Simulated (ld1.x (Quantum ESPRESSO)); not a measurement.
# u(r) = r·R(r): atom against pseudo-atom (carbon (C))

Columns: radius, all-electron u(r) and pseudo u(r) of the 2s shell (level -13.87 eV) of carbon in the configuration [He] 2s1.75 2p2.25; PBE, scalar-relativistic, RRKJ scheme, ld1.x (Quantum ESPRESSO) 7.5.

```tsv
r (bohr)	all-electron	pseudo
0.155	0.3473	-0.0632
0.310	0.1334	-0.1621
0.465	-0.1765	-0.3081
0.620	-0.4424	-0.4808
0.775	-0.6333	-0.6410
0.930	-0.7512	-0.7549
1.085	-0.8086	-0.8114
1.240	-0.8207	-0.8212
1.395	-0.8012	-0.8012
1.550	-0.7613	-0.7613
1.705	-0.7094	-0.7094
1.860	-0.6513	-0.6513
2.015	-0.5912	-0.5912
2.170	-0.5320	-0.5320
2.325	-0.4753	-0.4753
2.480	-0.4223	-0.4223
2.635	-0.3734	-0.3734
2.790	-0.3290	-0.3290
2.945	-0.2890	-0.2890
3.100	-0.2532	-0.2532
3.255	-0.2213	-0.2213
3.410	-0.1931	-0.1931
3.565	-0.1682	-0.1682
3.720	-0.1463	-0.1463
3.875	-0.1271	-0.1271
4.030	-0.1103	-0.1103
```

(1) How many radial nodes do the two functions have?

(2) At about which radius was the pseudo-wave matched?

(3) Is the pseudo-wave norm-conserving?

## Answers

(1) The all-electron 2s function has n − l − 1 = 1; the pseudo-wave has 0, since the states of the same l below it are removed with the core.

(2) 1.35 bohr, where the columns begin to agree (steps of 0.15 bohr).

(3) Yes: the RRKJ scheme keeps the norm inside the radius equal to the all-electron one, which fixes the energy derivative of the logarithmic derivative at the level.
